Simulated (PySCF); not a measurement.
## Magnetisability: `C=C1[C@@H](Br)[C@H]1CC`, C$_{6}$H$_{9}$Br

Molfile (atoms numbered from 1):
```
C6H9Br
     RDKit          3D

 16 16  0  0  0  0  0  0  0  0999 V2000
   -2.5121    1.0329    0.1326 C   0  0  0  0  0  0  0  0  0  0  0  0
   -1.4727    0.3861    0.5933 C   0  0  0  0  0  0  0  0  0  0  0  0
   -0.9329   -0.8707    1.1083 C   0  0  1  0  0  0  0  0  0  0  0  0
   -0.8990   -2.4343   -0.0383 Br  0  0  0  0  0  0  0  0  0  0  0  0
   -0.0247    0.3132    0.8260 C   0  0  1  0  0  0  0  0  0  0  0  0
    0.9415    0.3115   -0.3394 C   0  0  0  0  0  0  0  0  0  0  0  0
    2.2391   -0.4042    0.0203 C   0  0  0  0  0  0  0  0  0  0  0  0
   -3.4895    0.5796    0.0940 H   0  0  0  0  0  0  0  0  0  0  0  0
   -2.4311    2.0481   -0.2201 H   0  0  0  0  0  0  0  0  0  0  0  0
   -1.1171   -1.1763    2.1294 H   0  0  0  0  0  0  0  0  0  0  0  0
    0.3720    0.8041    1.7107 H   0  0  0  0  0  0  0  0  0  0  0  0
    1.1527    1.3468   -0.6192 H   0  0  0  0  0  0  0  0  0  0  0  0
    0.4769   -0.1768   -1.1983 H   0  0  0  0  0  0  0  0  0  0  0  0
    2.9265   -0.3841   -0.8214 H   0  0  0  0  0  0  0  0  0  0  0  0
    2.0431   -1.4431    0.2753 H   0  0  0  0  0  0  0  0  0  0  0  0
    2.7196    0.0760    0.8703 H   0  0  0  0  0  0  0  0  0  0  0  0
  1  2  2  0
  2  3  1  0
  3  4  1  0
  3  5  1  0
  5  6  1  0
  6  7  1  0
  5  2  1  0
  1  8  1  0
  1  9  1  0
  3 10  1  1
  5 11  1  1
  6 12  1  0
  6 13  1  0
  7 14  1  0
  7 15  1  0
  7 16  1  0
M  END
```

The calculation used GIAO HF/pcSseg-1 magnetisability, rotational g tensor and spin-rotation constants, non-relativistic, gas phase in PySCF. Geometry: GFN2-xTB.

The calculation is non-relativistic, which matters for the atoms heavier than Zn.

Problem. How diamagnetic is it, and how anisotropic?

Solution. Isotropic -1589 × 10⁻³⁰ J/T², or -95.7 × 10⁻⁶ cm³/mol; principal values -1785, -1507, -1476 × 10⁻³⁰ J/T², anisotropy 295 × 10⁻³⁰ J/T² (root of half the summed squared differences of the principal values). The susceptibility is in cgs units.

Problem. Split it along the inertial axes a, b, c into diamagnetic and paramagnetic parts about the centre of mass, with the quadrupole moment.

Solution. 
| axis | χ (10⁻⁶ cm³/mol) | diamagnetic (10⁻⁶ cm³/mol) | paramagnetic (10⁻⁶ cm³/mol) | summed x² of all electrons (Å²) | quadrupole Θ (D Å) |
| --- | --- | --- | --- | --- | --- |
| a | -92.9 | -765.1 | 672.1 | 174.7 | -0.38 |
| b | -93.6 | -876.5 | 782.8 | 148.4 | +0.13 |
| c | -100.5 | -1370.8 | 1270.2 | 31.9 | +0.25 |

Anisotropies 2χaa − χbb − χcc = +8.3 and 2χbb − χaa − χcc = +6.2 × 10⁻⁶ cm³/mol. Θ is traceless in Buckingham's convention.

Problem. And the rotational g tensor?

Solution. 
```tsv
axis	rotational constant (GHz)	g	nuclear part	electronic part
a	1.9379	-0.0045	0.6074	-0.6119
b	1.4696	-0.0031	0.5373	-0.5405
c	0.9282	+0.0010	0.5549	-0.5539
```
Asymmetric top; isotopes 79Br, 12C, 1H; no vibrational averaging.
